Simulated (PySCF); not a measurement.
Computed IR spectrum (relative IR intensity) of a molecule C₃H₇NSi. The structure is a stationary point at r2SCAN-D4/def2-SVP. One conformer was computed; it need not be the lowest. These are r2SCAN-D4/def2-SVP (PySCF 2.14.0) values and carry that method's errors. Frequencies are harmonic and unscaled.

Lines under 2 % of the strongest are left out, and lines within 2 cm⁻¹ are merged.

ν (cm⁻¹): 330 (vw), 491 (s), 548 (m), 655 (m), 679 (m), 687 (w), 706 (m), 786 (m), 907 (s), 933 (w), 966 (vs), 979 (s), 981 (m), 1131 (s), 1228 (w), 1347 (w), 1411 (m), 1436 (w), 2179 (vs), 2223 (s), 2236 (vs), 3013 (m), 3062 (w), 3476 (m), 3574 (w) (against the strongest line: vs over 80 %, s over 45 %, m over 15 %, w over 4 %, vw less)

Task: Which structure fits?
A. C=C=C(N)[SiH3]
B. C1=C[SiH2]NC1
C. C#CCN[SiH3]
D. C#CC[SiH2]N

Result: C, C#CCN[SiH3]
